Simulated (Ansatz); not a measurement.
CH₈FNOSi₂ (`CO[Si](N)(F)[SiH3]`). Total charge 0; spin multiplicity 1.

```
atom    x (Å)    y (Å)    z (Å)
  C1   1.3653  -1.7520   0.8037
  O2   0.2808  -1.1724   0.1047
 Si3   0.1418   0.3921  -0.3186
  N4   0.4675   1.4066   1.0130
  F5   1.2617   0.8159  -1.3851
 Si6  -1.9608   0.5564  -1.3206
  H7   2.1440  -2.0641   0.1027
  H8   0.9988  -2.6310   1.3363
  H9   1.7976  -1.0520   1.5247
 H10   0.8972   2.3067   0.8764
 H11  -0.0911   1.3790   1.8496
 H12  -3.0148   0.3048  -0.2991
 H13  -2.1286  -0.4202  -2.4291
 H14  -2.1593   1.9302  -1.8586
```

Problem. Give the diagnostics of a CCSD(T)/def2-TZVPP run (frozen core, Ansatz). (An estimate is asked.)

Solution. Computed: T1 = 0.0121, largest single amplitude 0.016, largest double 0.017, (T) share of the correlation energy 3.4 %, 9 CCSD cycles. The RHF solution is stable towards an unrestricted one. T1 lies under the customary mark of 0.02 for closed shells.
